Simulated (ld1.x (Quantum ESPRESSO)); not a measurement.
## Logarithmic derivatives: La, TM

lanthanum (La), norm-conserving Troullier–Martins (Kleinman–Bylander form), made with ld1.x (Quantum ESPRESSO) 7.5 (PBE, scalar-relativistic). Core [Kr] 4d10, reference 4f0 5s2 5p6 5d0 6s0 6p0 (charge +3). Waves: 5p (bound): rc 3.15 bohr; 5d (bound, empty): rc 3.10 bohr; 4f (bound, empty): rc 1.10 bohr; 5s (bound): rc 1.90 bohr. Local part: the s channel. Core correction: a·sin(br)/r model core, default radius (core density twice the valence density).

The phase is arctan(r·u′/u) with u = r·R(r), unwrapped; energies in Ry, scanned from -7 to 5 Ry. A pole is an energy at which the radial function vanishes at the test radius. The pseudo phase is shifted by a multiple of π to meet the all-electron one at the reference energy, and phase errors are pseudo minus all-electron; the curves can meet again beyond the range given. Levels narrower than the energy grid can be missing from the lists of poles.

```csv
channel,radius (bohr),reference energy (Ry),"poles, all-electron","poles, pseudo",unbroken range about the reference energy with phases within 0.05 rad,phase error 1 Ry above the reference energy (rad)
s,3.41,-4.53,"-4.50, 0.14","-4.50, -0.08, 4.63",below -1.9,-0.001
p,3.41,-3.29,"-3.21, 1.12","-3.21, 0.96",below -1.3,-0.003
d,3.41,-1.72,"-1.34, 2.89","-1.34, 2.73",below 0.2,-0.003
f,3.41,-2.01,"-1.98, 0.90","-1.98, 1.00",below -0.6,+0.005
```

Phases in the p channel:

```json
{"E (Ry)": "-7.00", "all-electron": "1.439", "pseudo": "1.439"}
{"E (Ry)": "-6.48", "all-electron": "1.431", "pseudo": "1.431"}
{"E (Ry)": "-5.96", "all-electron": "1.422", "pseudo": "1.422"}
{"E (Ry)": "-5.44", "all-electron": "1.410", "pseudo": "1.410"}
{"E (Ry)": "-4.92", "all-electron": "1.394", "pseudo": "1.394"}
{"E (Ry)": "-4.40", "all-electron": "1.370", "pseudo": "1.369"}
{"E (Ry)": "-3.88", "all-electron": "1.320", "pseudo": "1.319"}
{"E (Ry)": "-3.36", "all-electron": "-0.233", "pseudo": "-0.236"}
{"E (Ry)": "-2.84", "all-electron": "-1.749", "pseudo": "-1.750"}
{"E (Ry)": "-2.32", "all-electron": "-1.838", "pseudo": "-1.841"}
{"E (Ry)": "-1.80", "all-electron": "-1.963", "pseudo": "-1.974"}
{"E (Ry)": "-1.28", "all-electron": "-2.307", "pseudo": "-2.367"}
{"E (Ry)": "-0.76", "all-electron": "-3.661", "pseudo": "-3.829"}
{"E (Ry)": "-0.24", "all-electron": "-4.399", "pseudo": "-4.447"}
{"E (Ry)": "0.28", "all-electron": "-4.588", "pseudo": "-4.613"}
{"E (Ry)": "0.80", "all-electron": "-4.675", "pseudo": "-4.694"}
{"E (Ry)": "1.32", "all-electron": "-4.732", "pseudo": "-4.750"}
{"E (Ry)": "1.84", "all-electron": "-4.782", "pseudo": "-4.800"}
{"E (Ry)": "2.36", "all-electron": "-4.836", "pseudo": "-4.860"}
{"E (Ry)": "2.88", "all-electron": "-4.918", "pseudo": "-4.955"}
{"E (Ry)": "3.40", "all-electron": "-5.103", "pseudo": "-5.185"}
{"E (Ry)": "3.92", "all-electron": "-5.994", "pseudo": "-6.249"}
{"E (Ry)": "4.44", "all-electron": "-7.374", "pseudo": "-7.383"}
{"E (Ry)": "4.96", "all-electron": "-7.637", "pseudo": "-7.622"}
```
